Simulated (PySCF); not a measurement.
# Excitation energy of Tl⁺ by level of theory

Tl⁺ [Xe] 4f14 5d10 6s2 (1S) → Tl⁺ [Xe] 4f14 5d9 6s2 6p1 (high-spin determinant), as a difference of total energies. All numbers are calculated (PySCF 2.14, scalar relativity by spin-free X2C-1e, in x2c-TZVPPall with one added diffuse shell each of s, p, d, f type (12s8p7d4f, 99 functions)). Correlated levels: valence and next inner shell: [Kr] 4d10 4f14 frozen. The calculations carry no spin-orbit coupling.

```json
{"method": "UHF", "excitation energy (eV)": "14.547"}
{"method": "LDA", "excitation energy (eV)": "15.515"}
{"method": "PBE", "excitation energy (eV)": "15.297"}
{"method": "PBE0", "excitation energy (eV)": "15.276"}
{"method": "r2SCAN", "excitation energy (eV)": "15.321"}
{"method": "MP2 (valence and next inner shell)", "excitation energy (eV)": "15.680"}
{"method": "SCS-MP2 (valence and next inner shell)", "excitation energy (eV)": "15.588"}
```

**Question.** How much does correlation contribute at MP2 (valence and next inner shell)?

**Answer.** 15.680 − (14.547) = 1.133 eV, measured against UHF.

A first-order spin-orbit estimate (lowest level to lowest level, LS coupling) adds -0.402 eV.

The determinant of the upper state mixes LS terms, which raises its energy above the lowest term, most at the Hartree-Fock and MP2 levels.
